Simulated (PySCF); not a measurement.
FH5NSi2 (calculated)

All values are calculated (PySCF 2.14.0). Calculation on a computer-drawn molecule: the log of a Hartree-Fock and frozen-core CCSD(T) single point meant for a local Hartree-Fock minimum, with one planted fault or none, to be diagnosed. Offsets are logged minus clean, where the clean run is the same molecule without the fault. The reference is restricted for singlets and unrestricted otherwise, and also for a bond in bohr or an excited solution. Adding or removing an electron swaps singlet and doublet. The excited solution moves the top pair (singlet) or top alpha electron (doublet) to the lowest empty orbital. Highest occupied and lowest empty are orbital energies over both spins, largest force is the largest gradient component, triples share is (T) over the correlation energy, the T1 limit is 0.02 restricted and 0.045 unrestricted, electrons count all cores, a negative frequency is imaginary (commonest isotopes), and the dipole is about the centre of nuclear charge.

Entry: FH5NSi2

Logged structure:
```xyz
9
FH5NSi2
F     -1.2967     3.3999     3.1855
Si    -0.3346     2.6853     2.0992
N     -1.0081     2.7255     0.5268
Si    -2.1190     1.6332    -0.2561
H     -0.1817     1.2929     2.5373
H      0.9232     3.4462     2.1193
H     -0.8503     3.5860     0.0277
H     -1.6802     1.3601    -1.6487
H     -2.1455     0.3819     0.5363
```

```
meant charge                      : 0
meant multiplicity                : 2
meant basis                       : cc-pV(D+d)Z
logged electrons                  : 49
logged basis functions            : 99
logged SCF converged              : yes
logged spin squared               : 3.7627
logged highest occupied           : -3.1592 eV
logged lowest empty               : -1.5431 eV
logged largest force              : 0.077966 hartree/bohr
logged T1 diagnostic              : 0.021218
logged D1 diagnostic              : 0.1045
logged triples share              : 0.022755
logged CC converged               : yes
logged dipole magnitude           : 2.6672 debye
logged SCF stable within its kind : yes
logged energy HF                  : -734.50569 hartree
logged energy CCSD(T)             : -735.08024 hartree
possible faults                   : no fault, one electron removed, one electron added, multiplicity raised by two, geometry at a saddle point, SCF held on an excited solution, minimal basis STO-3G, one bond length entered in bohr, all coordinates scaled
planted fault                     : ?
```

Drawn bonds:
```
atom  other atom  order
   1           2      1
   2           3      1
   3           4      1
   2           5      1
   2           6      1
   3           7      1
   4           8      1
   4           9      1
```

Q: Give the missing planted fault for FH5NSi2.
A: multiplicity raised by two

Further results for FH5NSi2:

```
HF energy offset from clean run      : 155.2 kcal/mol
CCSD(T) energy offset from clean run : 167 kcal/mol
```
